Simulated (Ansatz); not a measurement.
`FC1(F)CCOC1`. Charge 0, multiplicity 1. Geometry: relaxed with PBE0-D4/def2-TZVP.

```xyz
13

F    -1.938    0.646    0.834
C    -0.703    0.085    0.756
F    -0.522   -0.584    1.929
C    -0.571   -0.836   -0.446
C     0.792   -0.447   -0.997
O     0.888    0.943   -0.742
C     0.395    1.137    0.562
H    -0.666   -1.882   -0.156
H    -1.357   -0.585   -1.160
H     1.597   -0.989   -0.479
H     0.898   -0.604   -2.070
H     1.176    0.966    1.315
H     0.009    2.151    0.655
```

Q: What is the dipole moment at ωB97M-V/def2-TZVPP? (Best estimate.)

A: Computed: 1.62 D, with components (0.79, -1.02, -0.98) D in this frame, pointing from negative to positive charge.

Q: And with PBE, r2SCAN, B3LYP? (An estimate is asked.)

A: Computed: PBE 1.51 D, r2SCAN 1.58 D, B3LYP 1.62 D.

Q: Give the Mulliken charges with ωB97M-V, PBE, B3LYP in def2-TZVPP. (Best estimate.)

A: Computed: 
| atom | ωB97M-V | PBE | B3LYP |
| --- | --- | --- | --- |
| F1 | -0.19 | -0.16 | -0.21 |
| C2 | 0.38 | 0.31 | 0.41 |
| F3 | -0.20 | -0.17 | -0.21 |
| C4 | -0.21 | -0.15 | -0.17 |
| C5 | -0.05 | -0.01 | 0.01 |
| O6 | -0.30 | -0.26 | -0.32 |
| C7 | -0.06 | -0.02 | -0.01 |
| H8 | 0.10 | 0.07 | 0.09 |
| H9 | 0.11 | 0.08 | 0.09 |
| H10 | 0.11 | 0.07 | 0.08 |
| H11 | 0.11 | 0.08 | 0.09 |
| H12 | 0.10 | 0.06 | 0.07 |
| H13 | 0.11 | 0.09 | 0.10 |

B3LYP here is the variant with VWN-RPA as its local correlation; programs differ in this.
